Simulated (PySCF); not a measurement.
Gas-phase reaction: 2 In(CH₃)₃ → 2 InCH₃ + C₄H₁₀ (n-butane) + H₂. Level: ωB97X-V/def2-TZVP†; standard pressure 1 bar.

Computed with PySCF and rigid-rotor harmonic-oscillator thermochemistry at 1 bar. S°(298 K) at PBE0/def2-TZVP differs from the NASA 1993 table for C₄H₁₀ (n-butane) (-9 J/mol/K); whether the harmonic model or the table's entry is off was not settled. † marks an energy on the PBE0/def2-TZVP geometry and frequencies. All species are closed-shell singlets. In: scalar-relativistic def2 core potential, no spin-orbit coupling. Methyl groups turn as free rotors in In(CH₃)₃. InCH₃: computed as isolated molecules; such fragments, hydroxides, amides, oligomers or adducts are transient or little studied in the gas. The harmonic model lacks anharmonicity and excited electronic states, which grow with temperature; levels with a mode under 35 cm⁻¹ are left out. Internal rotation in C₄H₁₀ (n-butane) is treated as a harmonic vibration of one conformer, which makes the entropy rough. Soft modes under 120 cm⁻¹ make the harmonic entropy rough for In(CH₃)₃.

```csv
T (K),1000/T (1/K),log10 K
500,2.0000,4.76
600,1.6667,5.74
800,1.2500,6.94
1000,1.0000,?
1200,0.8333,8.12
1400,0.7143,8.45
```

Problem. Fit log10 K = a + b·(1000/T) to the five rows, get the mean ΔH° and ΔS°, and predict log10 K at 1000 K.

Solution. Means: 1000/T = 1.2929, log10 K = 6.802. Sums of products about the means: Sxy = -3.40608, Sxx = 1.187567, so b = Sxy/Sxx = -2.87 and a = 6.802 − (-2.87)×1.2929 = 10.51.
ΔH° = −R ln 10 × 1000 K × b = −19.145 × (-2.87) = 55 kJ; ΔS° = R ln 10 × a = 201 J/K. The run's own values go from 57 kJ and 204 J/K at 500 K to 52 kJ and 199 J/K at 1400 K.
Prediction at 1000 K: 10.51 + (-2.87)×1.0000 = 7.64. The computed value is 7.65, 0.01 from the line.
For scale, ΔH°(298 K) is 58 kJ at this level, 50 kJ at ωB97M-V/def2-TZVP†, and runs from -27 to 71 kJ over the 15 levels computed.
